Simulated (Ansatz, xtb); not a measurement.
## Relative energy of two isomers of C4H8BrFO

Structure X: `FCOCCCBr`, a singlet. Structure Y: `COC[C@H](F)CBr`, a singlet. Both are isolated molecules in the gas phase, relaxed with r2SCAN-D4/def2-SVP, each in the lowest conformer that the search found.

Problem. Estimate which is lower in electronic energy at CCSD(T)/def2-SVP + ΔMP2/def2-TZVPP, and by roughly how much.

Solution. The CCSD(T)/def2-SVP + ΔMP2/def2-TZVPP calculation puts structure X lower, by 0.332 eV.

Level by level:

```csv
level,geometry,E(Y) − E(X) (eV),departure from the last row (eV),"job, with rough time for the two"
GFN2-xTB,GFN2-xTB,+0.297,−0.036,"optimisation, 0.13 s"
HF/STO-3G,GFN2-xTB,+0.194,−0.138,"single point, 0.46 s"
r2SCAN-D4/def2-SVP//GFN2-xTB,GFN2-xTB,+0.359,+0.027,"single point, 3.5 s"
r2SCAN-D4/def2-SVP,r2SCAN-D4/def2-SVP,+0.352,+0.020,"optimisation, 50 s"
HF/def2-SVP,r2SCAN-D4/def2-SVP,+0.365,+0.033,part of the CCSD(T) run
MP2/def2-SVP,r2SCAN-D4/def2-SVP,+0.378,+0.046,part of the CCSD(T) run
CCSD(T)/def2-SVP,r2SCAN-D4/def2-SVP,+0.353,+0.021,single point
CCSD(T)/def2-SVP + ΔMP2/def2-TZVPP,r2SCAN-D4/def2-SVP,+0.332,,"single point, 2.1 min"
```

As drawn, both hold the same kinds of bond in the same numbers. Structure X has 0 methyl groups, Y 1.

The levels shown agree on the order. The largest departure from CCSD(T)/def2-SVP + ΔMP2/def2-TZVPP is that of HF/STO-3G, 0.138 eV. The last row adds to CCSD(T) the change of the MP2 difference between the two basis sets, here −0.021 eV.

With thermal terms from frequencies at re-optimised GFN2-xTB minima (ideal gas, soft modes damped towards free rotors, one conformer each, 298.15 K, 1 atm): on the last row, ΔE + ΔZPE = +0.306, ΔH = +0.314, ΔG = +0.306 eV.

The correlated steps freeze 15 core orbitals; the filled d shell of Br is correlated, in a basis made for valence electrons. Mirror images aren't counted in ΔG. Codes used: Ansatz 0.2.0, xtb 6.7.1; the last row on 4 threads of Arm Neoverse V2 on a shared host.
